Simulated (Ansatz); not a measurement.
Geometry optimisation, RKS B3LYP/6-31G (Ansatz 0.2.0).

The input (input.yaml):

```yaml
crystal:
  periodic: [false, false, false]
  atoms:
    - { symbol: Si, position_ang: [0.0, 0.0, 0.0] }
    - { symbol: O, position_ang: [0.0, 0.0, 1.68] }
    - { symbol: H, position_ang: [-0.9095, -0.2814, 2.0171] }
    - { symbol: C, position_ang: [1.7634, 0.0, -0.6227] }
    - { symbol: H, position_ang: [2.1111, -1.0463, -0.7509] }
    - { symbol: H, position_ang: [1.8119, 0.5276, -1.5981] }
    - { symbol: H, position_ang: [2.4154, 0.5187, 0.1108] }
    - { symbol: H, position_ang: [-0.6877, 1.1914, -0.4862] }
    - { symbol: Cl, position_ang: [-1.0032, -1.7381, -0.7093] }
basis:
  gaussian: { orbitals: "6-31G" }
hamiltonian:
  xc: b3lyp
relax:
  f_tol: 0.02
  max_steps: 40
```

Launched with:

```bash
$ ansatz run input.yaml --threads 1 --pin off --max-ram 2048MiB --backend cpu --events-out ev --progress --plain --runs-dir out
```

Question: Where does it end, and by what steps?

Answer: It converged. Limits of this set-up: no polarisation functions. After 8 steps the energy has fallen by 0.300 eV; H5 moved furthest, 0.41 Å.

```json
{"step": "0", "energy less start (eV)": "0.0000", "largest force component (eV/Å)": "1.821", "accepted": "yes"}
{"step": "1", "energy less start (eV)": "-0.2236", "largest force component (eV/Å)": "0.913", "accepted": "yes"}
{"step": "2", "energy less start (eV)": "-0.2710", "largest force component (eV/Å)": "0.350", "accepted": "yes"}
{"step": "3", "energy less start (eV)": "-0.2834", "largest force component (eV/Å)": "0.369", "accepted": "yes"}
{"step": "4", "energy less start (eV)": "-0.2957", "largest force component (eV/Å)": "0.077", "accepted": "yes"}
{"step": "5", "energy less start (eV)": "-0.2987", "largest force component (eV/Å)": "0.059", "accepted": "yes"}
{"step": "6", "energy less start (eV)": "-0.2990", "largest force component (eV/Å)": "0.102", "accepted": "yes"}
{"step": "7", "energy less start (eV)": "-0.3000", "largest force component (eV/Å)": "0.045", "accepted": "yes"}
{"step": "8", "energy less start (eV)": "-0.3003", "largest force component (eV/Å)": "0.014", "accepted": "yes"}
```

```xyz
9
Properties=species:S:1:pos:R:3
Si -0.014 0.043 -0.037
O 0.003 -0.197 1.658
H -0.781 -0.310 2.219
C 1.779 -0.001 -0.610
H 2.224 -0.970 -0.367
H 1.844 0.156 -1.690
H 2.350 0.781 -0.099
H -0.788 1.271 -0.412
Cl -1.114 -1.600 -1.022
```

Whether the end is a true minimum wasn't checked by a vibrational analysis.

The run took 25 s on 1 thread of Arm Neoverse V2, with other jobs on the host, peak memory 0.15 GiB.
